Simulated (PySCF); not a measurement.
Computed with PBE-D3(BJ)/def2-TZVP // r2SCAN-D4/def2-TZVP run with PySCF. Isolated molecules, 0 K electronic values unless said otherwise. Excitations are Tamm–Dancoff values on a coarser integration grid. The basis has no diffuse functions, so Rydberg states are missing or too high.

Reference species (SMILES): `[F][Ge]([F])([F])[F]` (neutral, multiplicity 1).

```yaml
S1 excitation (TDA): 7.72 eV
HOMO: -10.48 eV
```

Changed species: `[F][GeH2][F]` (2 of 4 F replaced by H; the reference has 0 of 4 F replaced by H).

### Question
Predict the effect on the S1 excitation (TDA) and HOMO.

### Answer
the S1 excitation (TDA) falls by 0.03 eV, to 7.69 eV; the HOMO rises by 2.03 eV, to -8.45 eV.
